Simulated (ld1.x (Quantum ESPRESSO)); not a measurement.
## Reading a pseudo-wave (B)

Columns: radius, all-electron u(r) and pseudo u(r) of the 2p shell (level -3.95 eV) of boron in the configuration [He] 2s1.5 2p1.5; LDA (PZ), scalar-relativistic, RRKJ scheme, ld1.x (Quantum ESPRESSO) 7.5.

| r (bohr) | all-electron | pseudo |
| --- | --- | --- |
| 0.123 | 0.0399 | 0.0162 |
| 0.245 | 0.1214 | 0.0626 |
| 0.368 | 0.2146 | 0.1345 |
| 0.490 | 0.3036 | 0.2230 |
| 0.613 | 0.3836 | 0.3195 |
| 0.735 | 0.4510 | 0.4126 |
| 0.858 | 0.5066 | 0.4954 |
| 0.980 | 0.5500 | 0.5608 |
| 1.103 | 0.5829 | 0.6073 |
| 1.225 | 0.6057 | 0.6350 |
| 1.348 | 0.6202 | 0.6475 |
| 1.470 | 0.6272 | 0.6485 |
| 1.593 | 0.6282 | 0.6421 |
| 1.715 | 0.6240 | 0.6317 |
| 1.838 | 0.6156 | 0.6189 |
| 1.960 | 0.6041 | 0.6050 |
| 2.083 | 0.5897 | 0.5899 |
| 2.205 | 0.5735 | 0.5735 |
| 2.328 | 0.5557 | 0.5557 |
| 2.450 | 0.5368 | 0.5368 |
| 2.573 | 0.5171 | 0.5171 |
| 2.695 | 0.4971 | 0.4971 |
| 2.818 | 0.4766 | 0.4766 |
| 2.940 | 0.4563 | 0.4563 |
| 3.063 | 0.4360 | 0.4360 |
| 3.185 | 0.4161 | 0.4161 |

(1) How many radial nodes do the two functions have?

(2) At about which radius was the pseudo-wave matched?

(3) Where does each function peak?

(4) Is the pseudo-wave norm-conserving?

## Answers

(1) The all-electron 2p function has n − l − 1 = 0; the pseudo-wave has 0.

(2) 2.30 bohr. The columns agree to 0.0005 from 2.08 bohr on; several derivatives are matched, so the curves merge somewhat inside the radius.

(3) Outermost all-electron maximum near 1.59 bohr, pseudo maximum near 1.47 bohr (to the table’s step).

(4) Yes: the RRKJ scheme keeps the norm inside the radius equal to the all-electron one, which fixes the energy derivative of the logarithmic derivative at the level.
